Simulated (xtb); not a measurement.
AlF4, charge -1, singlet, at a GFN2-xTB geometry (such geometries of metal compounds can be far from the true shape). Base run: xtb 6.7.1 with GFN0-xTB.

Geometry (Å):
```xyz
5

Al     0.0000     0.0000     0.0000
F      1.5868    -0.2996    -0.4761
F      0.0000     0.7962     1.4834
F     -0.7598     0.9626    -1.1535
F     -0.8271    -1.4591     0.1462
```
Charge -1, spin multiplicity 1.
All else is at xtb's defaults.
Base energy -18.48603 Eh.

The base run was repeated with changes; each row names its change, and settings that it needs were set with it.

| change | ΔE vs base (mEh) | HOMO-LUMO gap (eV) |
|---|---|---|
| base | 0.000 | 9.51 |
| acc = 1000 | 0.000 | 9.51 |
| etemp = 1000 | 0.000 | 9.51 |
| etemp = 10000 | ? | 9.51 |
| file = coord | 0.000 | 9.51 |

**Question.** Fill in the missing entries.

**Answer.** 
- etemp = 10000, ΔE vs base (mEh): -3.194
